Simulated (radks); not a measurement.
Neutral potassium, 19 electrons, occupied as [Ar] 4p1 (not the ground configuration). Calculated with a radial shooting solver on a logarithmic mesh with Libxc functionals: scalar-relativistic Kohn-Sham, r2SCAN, spin-unpolarised, spherical densities, finite nucleus; meta-GGA in the generalised Kohn-Sham scheme; Fermi nuclear charge, rms radius 3.4349 fm.

Normalised radial functions P(r) = r R(r), r in bohr:

r,2p,3p,4p
0.006253,0.0084,0.0027,0.0004
0.007222,0.0111,0.0035,0.0005
0.008407,0.0147,0.0047,0.0007
0.009709,0.0193,0.0061,0.0009
0.01121,0.0253,0.0080,0.0012
0.01295,0.0331,0.0105,0.0016
0.01496,0.0432,0.0137,0.0020
0.01727,0.0562,0.0178,0.0026
0.01995,0.0729,0.0231,0.0034
0.02304,0.0943,0.0298,0.0044
0.0266,0.1214,0.0383,0.0057
0.03073,0.1555,0.0491,0.0073
0.03548,0.1981,0.0625,0.0093
0.04098,0.2509,0.0791,0.0117
0.04733,0.3154,0.0993,0.0147
0.05466,0.3932,0.1236,0.0183
0.06312,0.4855,0.1522,0.0225
0.0729,0.5929,0.1853,0.0274
0.08487,0.7225,0.2247,0.0332
0.09801,0.8590,0.2654,0.0392
0.1132,1.0057,0.3080,0.0455
0.1307,1.1570,0.3499,0.0516
0.151,1.3049,0.3875,0.0571
0.1744,1.4388,0.4162,0.0612
0.2014,1.5472,0.4307,0.0631
0.2325,1.6170,0.4245,0.0619
0.2686,1.6365,0.3915,0.0567
0.3102,1.5977,0.3269,0.0466
0.3582,1.4984,0.2278,0.0314
0.4137,1.3431,0.0952,0.0112
0.4777,1.1440,-0.0656,-0.0131
0.5517,0.9200,-0.2459,-0.0399
0.6372,0.6934,-0.4333,-0.0671
0.7359,0.4860,-0.6095,-0.0913
0.8567,0.3074,-0.7618,-0.1099
0.9894,0.1833,-0.8574,-0.1173
1.143,0.0986,-0.8936,-0.1123
1.32,0.0472,-0.8693,-0.0936
1.524,0.0198,-0.7921,-0.0618
1.76,0.0072,-0.6763,-0.0189
2.033,0.0022,-0.5400,0.0320
2.347,0.0006,-0.4015,0.0869
2.711,0.0001,-0.2764,0.1455
3.131,0.0000,-0.1751,0.2096
3.616,0.0000,-0.1015,0.2721
4.176,0.0000,-0.0536,0.3286
4.823,0.0000,-0.0252,0.3709
5.57,0.0000,-0.0105,0.3954
6.432,0.0000,-0.0040,0.3991
7.428,0.0000,-0.0014,0.3774
8.648,0.0000,-0.0004,0.3266
9.987,0.0000,-0.0001,0.2589
11.53,0.0000,0.0000,0.1850
13.32,0.0000,0.0000,0.1180
15.38,0.0000,0.0000,0.0666
17.77,0.0000,0.0000,0.0330
20.52,0.0000,0.0000,0.0143
23.7,0.0000,0.0000,0.0054

2p: eigenvalue -285.64 eV, 0 radial nodes, <r> = 0.350 bohr, 90 % of the charge inside 0.578 bohr. 3p: eigenvalue -21.108 eV, 1 radial node at r = 0.452 bohr, <r> = 1.43 bohr, 90 % of the charge inside 2.22 bohr. 4p: eigenvalue -1.288 eV, 2 radial nodes at r = 0.443, 1.86 bohr, <r> = 7.16 bohr, 90 % of the charge inside 10.7 bohr.
